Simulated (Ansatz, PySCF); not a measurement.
H3AlB, SMILES `[BH2][AlH-]` (singlet; the order of the spin states depends on the level) (charge -1, multiplicity 1). This singlet lies 0.14 eV below the relaxed triplet at the level B3LYP-D3(BJ)/def2-TZVPD (PySCF); other levels give the other order.

Computed with frozen-core fic-MRCISD+Q@CASSCF(2e,2o)/aug-cc-pVTZ // B3LYP-D3(BJ)/def2-TZVPD run with Ansatz (a quantum-chemistry and plane-wave program).

Ansatz 0.2 input:
```yaml
crystal:
  periodic: [false, false, false]
  atoms:
    - { symbol: B, position_ang: [-0.752442, 0.026148, -0.060533] }
    - { symbol: Al, position_ang: [1.188555, -0.132444, 0.59479] }
    - { symbol: H, position_ang: [-1.459969, -0.951589, -0.201888] }
    - { symbol: H, position_ang: [-1.403999, 1.031834, 0.142322] }
    - { symbol: H, position_ang: [2.427854, 0.026051, -0.474689] }
basis:
  gaussian: { orbitals: aug-cc-pVTZ }
correlation:
  method: fic_mrcisd_q
  active_space: { window: { electrons: 2, orbitals: 2 } }
total_charge: -1
```

Output:

```
Functional definition: HF
942 factors; integrals over basis functions are off by at most 1.2e-3 eV
mean field evaluation 1: about -7298.9988 eV, gradient 1.3e1 eV
mean field evaluation 2: about -7299.0007 eV, gradient 1.3e1 eV
mean field evaluation 4: about -7300.2831 eV, gradient 1.9e0 eV
mean field evaluation 8: about -7300.3407 eV, gradient 1.7e-1 eV
mean field evaluation 16: about -7282.9972 eV, gradient 1.5e1 eV
mean field -7300.34157518 eV, -268.2826045385 hartree, gradient 2.5e-6 eV, S^2 0.000000; 0 other end points of the search recorded, 0 dependent functions left out; unrestricted orbitals would lower it
reference -7300.34157518 eV, -268.2826045385 hartree; 11, 11 occupied and 154, 154 virtual orbitals, 942 factors
state -7300.79052652 eV, -268.2991031961 hartree
contracted CI cycle   1: correlation 0.00000000 eV, 0.0000000000 hartree, residual 1.99e1 eV
contracted CI cycle   2: correlation -5.44525486 eV, -0.2001094251 hartree, residual 3.10e0 eV
contracted CI cycle   3: correlation -5.60299931 eV, -0.2059064267 hartree, residual 7.91e-1 eV
contracted CI cycle   4: correlation -5.61461794 eV, -0.2063334034 hartree, residual 2.56e-1 eV
contracted CI cycle   5: correlation -5.61600682 eV, -0.2063844440 hartree, residual 9.88e-2 eV
contracted CI cycle   6: correlation -5.61620927 eV, -0.2063918840 hartree, residual 3.85e-2 eV
contracted CI cycle   7: correlation -5.61623793 eV, -0.2063929370 hartree, residual 1.34e-2 eV
contracted CI cycle   8: correlation -5.61624174 eV, -0.2063930772 hartree, residual 5.12e-3 eV
contracted CI cycle   9: correlation -5.61624227 eV, -0.2063930966 hartree, residual 1.88e-3 eV
contracted CI cycle  10: correlation -5.61624234 eV, -0.2063930993 hartree, residual 6.80e-4 eV
state -7300.79052652 eV, -268.2991031961 hartree; corrected -7307.07438942 eV, -268.5300308983 hartree
Total energy: -7307.07438942 eV, -268.5300308983 hartree
```
